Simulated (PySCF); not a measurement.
# Continuum solvent and chemical shifts

Molfile (atoms numbered from 1):
```
C7H18PSi
     RDKit          3D

 27 27  0  0  0  0  0  0  0  0999 V2000
    3.2020    0.0260   -0.2153 C   0  0  0  0  0  0  0  0  0  0  0  0
    1.8687    0.7636   -0.1542 C   0  0  0  0  0  0  0  0  0  0  0  0
    0.5866   -0.1581    0.7275 P   0  0  2  0  0  0  0  0  0  0  0  0
    0.1510   -1.7274   -0.0832 C   0  0  0  0  0  0  0  0  0  0  0  0
   -1.3833   -1.6601   -0.2104 C   0  0  0  0  0  0  0  0  0  0  0  0
   -1.7945   -0.1937   -0.3937 C   0  0  1  0  0  0  0  0  0  0  0  0
   -3.6950    0.0425   -0.3853 Si  0  0  0  0  0  4  0  0  0  0  0  0
   -1.0797    0.6218    0.7038 C   0  0  2  0  0  0  0  0  0  0  0  0
   -1.0758    2.1350    0.5478 C   0  0  0  0  0  0  0  0  0  0  0  0
    3.6117   -0.1628    0.7878 H   0  0  0  0  0  0  0  0  0  0  0  0
    3.9335    0.6380   -0.7615 H   0  0  0  0  0  0  0  0  0  0  0  0
    3.1192   -0.9358   -0.7429 H   0  0  0  0  0  0  0  0  0  0  0  0
    1.4636    0.9638   -1.1606 H   0  0  0  0  0  0  0  0  0  0  0  0
    1.9635    1.7390    0.3512 H   0  0  0  0  0  0  0  0  0  0  0  0
    1.0471   -0.3707    2.0461 H   0  0  0  0  0  0  0  0  0  0  0  0
    0.6370   -1.7272   -1.0725 H   0  0  0  0  0  0  0  0  0  0  0  0
    0.5240   -2.6001    0.4717 H   0  0  0  0  0  0  0  0  0  0  0  0
   -1.8457   -2.0712    0.7028 H   0  0  0  0  0  0  0  0  0  0  0  0
   -1.7200   -2.2904   -1.0459 H   0  0  0  0  0  0  0  0  0  0  0  0
   -1.4388    0.1594   -1.3817 H   0  0  0  0  0  0  0  0  0  0  0  0
   -4.0249    1.4481   -0.7502 H   0  0  0  0  0  0  0  0  0  0  0  0
   -4.1697   -0.2619    0.9975 H   0  0  0  0  0  0  0  0  0  0  0  0
   -4.2784   -0.9084   -1.3711 H   0  0  0  0  0  0  0  0  0  0  0  0
   -1.5123    0.3492    1.6847 H   0  0  0  0  0  0  0  0  0  0  0  0
   -0.5149    2.6331    1.3522 H   0  0  0  0  0  0  0  0  0  0  0  0
   -2.1064    2.5153    0.5902 H   0  0  0  0  0  0  0  0  0  0  0  0
   -0.6524    2.4444   -0.4195 H   0  0  0  0  0  0  0  0  0  0  0  0
  1  2  1  0
  2  3  1  0
  3  4  1  0
  4  5  1  0
  5  6  1  0
  6  7  1  0
  6  8  1  0
  8  9  1  0
  8  3  1  0
  1 10  1  0
  1 11  1  0
  1 12  1  0
  2 13  1  0
  2 14  1  0
  3 15  1  1
  4 16  1  0
  4 17  1  0
  5 18  1  0
  5 19  1  0
  6 20  1  6
  7 21  1  0
  7 22  1  0
  7 23  1  0
  8 24  1  1
  9 25  1  0
  9 26  1  0
  9 27  1  0
M  CHG  1   3   1
M  END
```

GIAO PBE0/pcSseg-1 in PySCF on one PBE0-D3(BJ)/def2-SVP conformer, non-relativistic, equivalent nuclei averaged. Solvents enter as an IEF-PCM continuum (tetrahydrofuran with ε = 7.4, water with ε = 78.4) around the gas-phase geometry. Shifts are referred to TMS computed in the same medium.

Gas phase, δ in ppm: C8 39.6, C5 33.2, C6 31.3, C4 23.1, C2 13.0, C9 12.3, C1 7.4, Si7 -57.2, H15 5.56, H21/H22/H23 4.21, H17 2.61, H19 2.60, H24 2.14, H14 2.07. Dipole moment 3.99 D.

(1) How does each δ change in the continuum?

(2) Which nuclei move most (in ppm), and what does the model miss?

Results:

(1) 
```json
{"atoms": "C8", "environment": "sp3 CH bonded to P", "Δδ, tetrahydrofuran": "-0.5", "Δδ, water": "-0.7"}
{"atoms": "C5", "environment": "sp3 CH2 in a ring", "Δδ, tetrahydrofuran": "+0.4", "Δδ, water": "+0.4"}
{"atoms": "C6", "environment": "sp3 CH bonded to Si", "Δδ, tetrahydrofuran": "0.0", "Δδ, water": "0.0"}
{"atoms": "C4", "environment": "sp3 CH2 bonded to P", "Δδ, tetrahydrofuran": "+0.2", "Δδ, water": "+0.1"}
{"atoms": "C2", "environment": "sp3 CH2 bonded to P", "Δδ, tetrahydrofuran": "+0.8", "Δδ, water": "+0.9"}
{"atoms": "C9", "environment": "methyl carbon", "Δδ, tetrahydrofuran": "+0.8", "Δδ, water": "+0.9"}
{"atoms": "C1", "environment": "methyl carbon", "Δδ, tetrahydrofuran": "+1.0", "Δδ, water": "+1.2"}
{"atoms": "Si7", "environment": "silicon bonded to C, 3 H", "Δδ, tetrahydrofuran": "-0.5", "Δδ, water": "-0.8"}
{"atoms": "H15", "environment": "hydrogen on a phosphorus bonded to 3 C, in a 5-membered ring", "Δδ, tetrahydrofuran": "+0.37", "Δδ, water": "+0.48"}
{"atoms": "H21/H22/H23", "environment": "hydrogen on a silicon bonded to C", "Δδ, tetrahydrofuran": "-0.25", "Δδ, water": "-0.31"}
{"atoms": "H17", "environment": "hydrogen on an sp3 CH2 bonded to P", "Δδ, tetrahydrofuran": "-0.01", "Δδ, water": "-0.01"}
{"atoms": "H19", "environment": "hydrogen on an sp3 CH2 in a ring", "Δδ, tetrahydrofuran": "-0.17", "Δδ, water": "-0.23"}
{"atoms": "H24", "environment": "hydrogen on an sp3 CH bonded to P", "Δδ, tetrahydrofuran": "+0.14", "Δδ, water": "+0.19"}
{"atoms": "H14", "environment": "hydrogen on an sp3 CH2 bonded to P", "Δδ, tetrahydrofuran": "+0.07", "Δδ, water": "+0.08"}
```

Changes are relative to the gas phase. The dipole moment becomes 5.08 D in tetrahydrofuran, 5.35 D in water.

(2) C1 (methyl carbon, +1.2 ppm) in water. A continuum only polarises the solute; specific hydrogen bonds, the anisotropy of aromatic solvents and changes of geometry or conformer are outside it, as are counter-ions.
